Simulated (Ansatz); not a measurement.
GeEt3(NMeEt) (C₉H₂₃GeN). Total charge 0; singlet. Geometry PBE-D4/def2-SVP; atoms count from 1.

```xyz
34

Ge   -0.0264   -0.3368    0.4820
C    -0.9113    0.9071    1.7401
C    -2.1231    1.6191    1.1312
H    -0.1607    1.6390    2.1076
H    -1.2035    0.3093    2.6305
H    -2.5939    2.3288    1.8438
H    -1.8431    2.1907    0.2226
H    -2.9074    0.8965    0.8228
C    -1.3254   -1.6766   -0.1799
C    -2.0597   -2.4095    0.9485
H    -0.7839   -2.4014   -0.8247
H    -2.0407   -1.1456   -0.8431
H    -2.7733   -3.1655    0.5580
H    -1.3569   -2.9452    1.6209
H    -2.6438   -1.7101    1.5826
C     1.5022   -1.2514    1.3646
C     2.6102   -0.2964    1.8196
H     1.8984   -1.9991    0.6437
H     1.1020   -1.8348    2.2231
H     3.4516   -0.8317    2.3085
H     3.0353    0.2693    0.9646
H     2.2365    0.4532    2.5488
N     0.5144    0.6770   -0.9924
C     1.1115    1.9837   -0.8190
C     0.8721    0.0083   -2.2332
C     0.1339    0.5506   -3.4642
H     2.2334    1.9682   -0.8402
H     0.7900    2.7005   -1.6113
H     0.8094    2.4312    0.1492
H     1.9783    0.0716   -2.4144
H     0.6500   -1.0771   -2.1396
H     0.4473    0.0168   -4.3855
H    -0.9628    0.4308   -3.3442
H     0.3394    1.6294   -3.6210
```

Q: Estimate the Mulliken populations of the heavy atoms from the PBE0/def2-TZVP orbitals of Ansatz.

A: 
```tsv
atom	charge (e)
Ge1	0.26
C2	-0.32
C3	-0.36
C9	-0.29
C10	-0.39
C16	-0.26
C17	-0.38
N23	-0.21
C24	-0.32
C25	-0.09
C26	-0.37
```
Mulliken values depend strongly on the basis.

Q: And the Mayer bond orders between heavy atoms (over 0.3)?

A: Ge1–C2 0.97 (1.98 Å); Ge1–C9 0.96 (1.98 Å); Ge1–C16 0.94 (1.99 Å); Ge1–N23 1.02 (1.87 Å); C2–C3 0.99 (1.53 Å); C9–C10 0.98 (1.53 Å); C16–C17 1.00 (1.53 Å); N23–C24 0.98 (1.45 Å); N23–C25 0.97 (1.45 Å); C25–C26 1.01 (1.53 Å).
